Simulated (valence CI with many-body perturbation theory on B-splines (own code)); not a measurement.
# Eu XXV: calculated level list

Computed by configuration interaction combined with many-body perturbation theory (CI+MBPT): three valence electrons over a frozen Dirac-Fock core [Kr], a basis of 7 s, 7 p, 8 d, 6 f, 4 g, 1 h functions for each j, with the one-electron correlation potential Σ1 (screened to all orders), the two-electron term Σ2, the three-electron term Σ3, Breit, model QED; selected single and double excitations, second order for the rest, scaled by the run's own slope (own B-spline code, finite nucleus).

No measured spectrum was set against this ion. As an estimate, terms of the open shell hold to 2 to 4 % of their energy, and close levels can change places. Only levels of the ground parity were solved; by the run's estimate the other parity begins above the list, which can be wrong where configurations are misplaced.

Levels 1 to 19 of 19, with energies above the lowest level, (4d3/2^3) J=3/2. "Leading %" is the weight of the configuration and term that name the level; weights of strongly mixed levels are sums over their largest components and can fall short, so below about 35 % the name and the second component can differ from the true leading terms, or belong to a minority configuration. In the jj column 3d3/2^4 stands for four electrons in 3d with j = 3/2.

```csv
No.,Configuration,Term,J,E (eV),Leading %,Second component,g,Leading jj
1,4d3,4F,3/2,0.000,65,27 % 4d3 2D,0.590,4d3/2^3 (89 %)
2,4d3,4F,5/2,4.975,90,9 % 4d3 2D,1.044,4d3/2^2 4d5/2 (95 %)
3,4d3,4P,3/2,7.234,43,31 % 4d3 2P,1.291,4d3/2^2 4d5/2 (92 %)
4,4d3,4F,7/2,7.403,60,33 % 4d3 2G,1.114,4d3/2^2 4d5/2 (81 %)
5,4d3,2G,9/2,8.130,43,32 % 4d3 2H,1.101,4d3/2^2 4d5/2 (92 %)
6,4d3,4P,1/2,8.445,65,34 % 4d3 2P,1.978,4d3/2^2 4d5/2 (98 %)
7,4d3,4P,5/2,12.868,75,16 % 4d3 2D,1.472,4d3/2^2 4d5/2 (60 %)
8,4d3,2G,7/2,13.030,57,39 % 4d3 4F,1.034,4d3/2 4d5/2^2 (87 %)
9,4d3,4F,9/2,13.823,52,47 % 4d3 2H,1.129,4d3/2 4d5/2^2 (85 %)
10,4d3,2D,3/2,15.301,42,41 % 4d3 4P,1.158,4d3/2 4d5/2^2 (97 %)
11,4d3,2P,1/2,16.040,65,34 % 4d3 4P,1.354,4d3/2 4d5/2^2 (98 %)
12,4d3,2H,11/2,16.740,100,,1.089,4d3/2 4d5/2^2 (100 %)
13,4d3,2D,5/2,17.644,80,11 % 4d3 2F,1.155,4d3/2 4d5/2^2 (63 %)
14,4d3,2F,5/2,18.545,62,22 % 4d3 2D,1.048,4d3/2 4d5/2^2 (88 %)
15,4d3,2F,7/2,19.427,89,10 % 4d3 2G,1.116,4d3/2 4d5/2^2 (94 %)
16,4d3,2G,9/2,21.406,57,22 % 4d3 4F,1.117,4d5/2^3 (92 %)
17,4d3,2P,3/2,22.396,52,35 % 4d3 2D,1.152,4d5/2^3 (59 %)
18,4d3,2D,3/2,27.123,90,7 % 4d3 2P,0.864,4d3/2 4d5/2^2 (59 %)
19,4d3,2D,5/2,28.949,71,20 % 4d3 2F,1.156,4d5/2^3 (84 %)
```

Where two levels of one J and parity lie close, their mixing, g and order are uncertain.

The ionisation energy to 4d2 3F_2 of the next ion comes out as 796.73 eV (NIST: 795 ± 4 eV (theoretical)). All 19 levels together are meant to be complete up to 30.107 eV.
